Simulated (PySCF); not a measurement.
VS₂, doublet: computed properties

Computed with PySCF, UwB97X, basis V def2-SVP, S def2-SVP (no relativity, density fitting).

The structure is a minimum.

| Quantity | Value |
| --- | --- |
| Point group | C2v |
| Bond lengths | V–S 2.005 Å (×2) |
| Bond angles | S–V–S 114.4° |
| Lowest empty level (α) | -1.07 eV |
| Atomisation energy without zero-point energy | 761 kJ/mol |
| Highest occupied level (α) | -8.78 eV |
| Principal quadrupole moments (Buckingham, traceless) about the centre of mass | -11.04, 2.50, 8.54 D Å |
| Dipole moment | 5.29 D |
| Rotational constants | 0.5045, 0.09283, 0.0784 cm⁻¹ |
| Principal polarisabilities | 36.5, 39.5, 99.6 bohr³ |
| Rotational symmetry number | 2 |
| Enthalpy at 298.15 K above 0 K | 12.29 kJ/mol |
| Spin squared ⟨S²⟩ | 0.870 |
| Entropy at 298.15 K and 1 bar (electronic part: spin only) | 288.7 J/(mol K) |
| Heat capacity Cp at 298.15 K | 49.3 J/(mol K) |
| Zero-point energy | 8.5 kJ/mol |

Harmonic modes (masses in u: V 50.944, S 31.972):
| symmetry | ω (cm⁻¹) | IR (km/mol) |
| --- | --- | --- |
| a1 | 172 | 1.7 |
| a1 | 593 | 11.6 |
| b2 | 654 | 154 |

In C2v the vibrations span 2a1 + b2. Here b1 is antisymmetric to the molecular plane and b2 lies in it.

Charges (e):
| atom | Mulliken | Löwdin | polar tensor | spin (Mulliken) | Mayer order to V1 |
| --- | --- | --- | --- | --- | --- |
| V1 | 0.53 | 0.06 | 1.24 | 1.61 | – |
| S2,3 | -0.26 | -0.03 | -0.62 | -0.31 | 2.29 |

Mulliken populations on V1: s 6.37, p 12.57, d 3.53, f 0.01.

Formally V is in oxidation state +4, d1, with 1 unpaired electron. The Mulliken spin on V is 1.61. The polar-tensor charge on V, 1.24, is far below the formal one.

This need not be the most stable arrangement of these atoms. Open d and f shells are described by one determinant, and the ground state may have another occupation or spin.

The final relaxation and frequency run took 65 s on 2 threads of a shared Arm Neoverse N1 host, with 67 basis functions and 10 gradients; the process peaked at 0.69 GiB. Launch command: `OMP_NUM_THREADS=2 python axn.py task.json out`.
